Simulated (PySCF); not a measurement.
Species: C2H3BCl (charge 0, doublet). It need not be the lowest isomer of its formula. 
Coordinates optimised at B3LYP-D3(BJ)/def2-TZVP (Ansatz):
```
C
C 1 1.3386
H 2 1.0838 1 121.00
H 2 1.0846 3 116.68 1 180.00
H 1 1.0899 2 118.49 3 180.00
B 1 1.5267 5 120.06 2 -180.00
Cl 6 1.7339 1 126.02 5 0.00
```
Charge 0, spin multiplicity 2.

Dispersion corrections to the total energy (kcal/mol) from the dftd3 and dftd4 libraries through PySCF: D3(BJ) without and D4 with the three-body term, each with the damping fitted for the functional named.

| functional | D3(BJ) | D4 |
|---|---|---|
| B3LYP | -5.72 | [?] |
| HSE06 | -2.14 | -2.38 |
| BHLYP | -4.54 | [?] |
| PBE | -3.20 | -3.05 |
| LC-wPBE | [?] | -3.40 |
| PW6B95 | -1.66 | -2.74 |
| r2SCAN | -0.87 | -0.73 |

Question: What belongs in the gaps?

Answer: 
- B3LYP, D4: -4.95
- BHLYP, D4: -3.69
- LC-wPBE, D3(BJ): -3.06
